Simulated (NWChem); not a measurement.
System meant: C3H9O2Si, doublet; SMILES CO[Si](C)(C)[O]

Input file for NWChem:

```
start job
memory heap 200 mb stack 900 mb global 1100 mb
geometry units angstroms noautoz
  C     -0.013333     2.300894     0.288050
  O     -0.365143     1.173484    -0.502078
  Si     0.129422    -0.379812    -0.193487
  C     -0.417666    -0.977323     1.519236
  C     -0.563692    -1.412483    -1.597185
  O      1.791515    -0.544270    -0.086110
  H      1.074685     2.393319     0.395120
  H     -0.393529     3.196507    -0.212364
  H     -0.463179     2.245342     1.288943
  H     -0.164966    -2.032117     1.663395
  H     -1.506076    -0.862908     1.598361
  H      0.047541    -0.400719     2.324579
  H     -0.142575    -1.102009    -2.558754
  H     -0.335355    -2.472562    -1.446633
  H     -1.651369    -1.291024    -1.651665
end
basis spherical
  * library def2-svp
end
dft
  odft
  mult 2
  xc pbe0
  iterations 4
  mulliken
end
task dft energy
```

End of the output:

```
     --------------------------
     Expectation value of S2:
     --------------------------
      <S2> =      0.7535 (Exact =     0.7500)

 center of mass
 --------------
 x =  -0.01684765 y =   0.00735138 z =   0.08081220

 moments of inertia (a.u.)
 ------------------
         829.022863491568           0.000000000000           0.000000000000
           0.000000000000         533.887228463879          -0.000000000000
           0.000000000000          -0.000000000000         907.895778740268

     Multipole analysis of the density
     ---------------------------------

     L   x y z        total         alpha         beta         nuclear
     -   - - -        -----         -----         ----         -------
     0   0 0 0     -0.000000    -29.000000    -28.000000     57.000000

     1   1 0 0      0.180378     -0.418036      0.598414      0.000000
     1   0 1 0     -0.120549     -0.637222      0.516673     -0.000000
     1   0 0 1     -0.558699     -1.489816      0.931117      0.000000

     2   2 0 0    -32.541914   -112.912758   -110.149643    190.520487
     2   1 1 0     -1.492590      3.257773      4.029375     -8.779738
     2   1 0 1     -1.698113      1.884957      3.897736     -7.480805
     2   0 2 0    -29.595574   -198.445557   -196.685369    365.535351
     2   0 1 1     -1.366316      2.222522      4.794473     -8.383311
     2   0 0 2    -34.773327    -86.811052    -77.724356    129.762082

 ------------------------------------------------------------------------
 dft energy failed                                                                                  0
 ------------------------------------------------------------------------
 ------------------------------------------------------------------------
  current input line :
    30: task dft energy
 ------------------------------------------------------------------------
 ------------------------------------------------------------------------
 This type of error is most commonly associated with calculations not reaching convergence criteria
 ------------------------------------------------------------------------
 For more information see the NWChem manual at https://nwchemgit.github.io

0:dft energy failed:Received an Error in Communication
```

**Question.** What is wrong, and how is it mended?

**Answer.** Convergence was not reached. Cause: the SCF was allowed too few iterations. This input runs:
```
start job
memory heap 200 mb stack 900 mb global 1100 mb
geometry units angstroms noautoz
  C     -0.013333     2.300894     0.288050
  O     -0.365143     1.173484    -0.502078
  Si     0.129422    -0.379812    -0.193487
  C     -0.417666    -0.977323     1.519236
  C     -0.563692    -1.412483    -1.597185
  O      1.791515    -0.544270    -0.086110
  H      1.074685     2.393319     0.395120
  H     -0.393529     3.196507    -0.212364
  H     -0.463179     2.245342     1.288943
  H     -0.164966    -2.032117     1.663395
  H     -1.506076    -0.862908     1.598361
  H      0.047541    -0.400719     2.324579
  H     -0.142575    -1.102009    -2.558754
  H     -0.335355    -2.472562    -1.446633
  H     -1.651369    -1.291024    -1.651665
end
basis spherical
  * library def2-svp
end
dft
  odft
  mult 2
  xc pbe0
  iterations 150
  mulliken
end
task dft energy
```
It converges to -558.96886 Ha (PBE0/def2-SVP, spin-unrestricted).
